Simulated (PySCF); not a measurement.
CHO2 (SMILES O=C[O-]), charge -1, singlet, at a GFN2-xTB geometry; CAMB3LYP/cc-pVDZ (PySCF).

Input for PySCF:
```python
from pyscf import gto, scf, dft

mol = gto.M(
    atom='''
O    -1.03999170   -0.46775065   -0.00405004
C    -0.07158051    0.29026371    0.00151333
O     1.13823216    0.06937908    0.00197307
H    -0.35644062    1.44539027    0.00753576
''',
    basis='cc-pvdz',
    charge=-1,
    verbose=4,
)

mf = dft.RKS(mol)
mf.xc = 'camb3lyp'
mf.kernel()
```

Output, abridged:

```
PySCF version 2.14.0

[INPUT] verbose = 4
[INPUT] num. atoms = 4
[INPUT] num. electrons = 24
[INPUT] charge = -1
[INPUT] spin (= nelec alpha-beta = 2S) = 0
[INPUT] symmetry False subgroup None
[INPUT] Mole.unit = angstrom
[INPUT] Symbol           X                Y                Z      unit          X                Y                Z       unit  Magmom
[INPUT]  1 O     -1.039991700000  -0.467750650000  -0.004050040000 AA   -1.965299484821  -0.883920623087  -0.007653466394 Bohr   0.0
[INPUT]  2 C     -0.071580510000   0.290263710000   0.001513330000 AA   -0.135267559757   0.548518915800   0.002859779236 Bohr   0.0
[INPUT]  3 O      1.138232160000   0.069379080000   0.001973070000 AA    2.150947048572   0.131107459974   0.003728561925 Bohr   0.0
[INPUT]  4 H     -0.356440620000   1.445390270000   0.007535760000 AA   -0.673575151470   2.731391753411   0.014240522540 Bohr   0.0

nuclear repulsion = 63.2400660179477
number of shells = 18
number of NR pGTOs = 85
number of NR cGTOs = 47
basis = cc-pvdz
ecp = {}

******** <class 'pyscf.dft.rks.RKS'> ********
method = RKS
initial guess = minao
damping factor = 0
level_shift factor = 0
DIIS = <class 'pyscf.scf.diis.CDIIS'>
diis_start_cycle = 1
diis_space = 8
diis_damp = 0
SCF conv_tol = 1e-09
SCF conv_tol_grad = None
SCF max_cycles = 50
direct_scf = True
direct_scf_tol = 1e-13
XC library pyscf.dft.libxc version 7.1.2
    S. Lehtola, C. Steigemann, M. J. T. Oliveira, and M. A. L. Marques,  SoftwareX 7, 1–5 (2018)
XC functionals = camb3lyp
    T. Yanai, D. P. Tew, and N. C. Handy,  Chem. Phys. Lett. 393, 51 (2004)
radial grids:
    Treutler-Ahlrichs [JCP 102, 346 (1995); DOI:10.1063/1.469408] (M4) radial grids

becke partition: Becke, JCP 88, 2547 (1988); DOI:10.1063/1.454033
pruning grids: <function nwchem_prune>
grids dens level: 3
symmetrized grids: False
atomic radii adjust function: <function treutler_atomic_radii_adjust>
small_rho_cutoff = 0
Set gradient conv threshold to 3.16228e-05
Initial guess from minao.
tot grids = 52096
init E= -189.393759721141
  HOMO = -0.341990716260487  LUMO = -0.0169943520865545  gap/eV = 8.84360
cycle= 1 E= -188.89338150013  delta_E=  0.5  |g|=  1.1  |ddm|= 2.01
  HOMO = 0.115670556675707  LUMO = 0.330504665866108  gap/eV = 5.84593
cycle= 2 E= -188.746406937351  delta_E= 0.147  |g|= 1.45  |ddm|= 2.01
  HOMO = -0.0365086462964208  LUMO = 0.366521759024293  gap/eV = 10.96702
cycle= 3 E= -189.119017721481  delta_E= -0.373  |g|= 0.0534  |ddm|= 1.12
  HOMO = -0.0529295286001772  LUMO = 0.358374684738912  gap/eV = 11.19216
cycle= 4 E= -189.119662293098  delta_E= -0.000645  |g|= 0.024  |ddm|= 0.0642
  HOMO = -0.0505093207402996  LUMO = 0.361446935143936  gap/eV = 11.20990
cycle= 5 E= -189.119800090536  delta_E= -0.000138  |g|= 0.00394  |ddm|= 0.025
  HOMO = -0.0510290126926578  LUMO = 0.361901365228634  gap/eV = 11.23641
cycle= 6 E= -189.119804731773  delta_E= -4.64e-06  |g|= 0.000714  |ddm|= 0.0055
  HOMO = -0.0511095858620645  LUMO = 0.361876850765562  gap/eV = 11.23793
cycle= 7 E= -189.119804936824  delta_E= -2.05e-07  |g|= 0.000104  |ddm|= 0.00135
  HOMO = -0.051110007119076  LUMO = 0.361875642529352  gap/eV = 11.23791
cycle= 8 E= -189.11980494051  delta_E= -3.69e-09  |g|= 2.01e-05  |ddm|= 0.000167
  HOMO = -0.0511065814913945  LUMO = 0.361877865398489  gap/eV = 11.23788
cycle= 9 E= -189.119804940626  delta_E= -1.16e-10  |g|= 9.65e-06  |ddm|= 3.91e-05
  HOMO = -0.0511066049947293  LUMO = 0.361878297456826  gap/eV = 11.23789
Extra cycle  E= -189.119804940598  delta_E= 2.81e-11  |g|= 1.61e-05  |ddm|= 1.86e-05
converged SCF energy = -189.119804940598
```
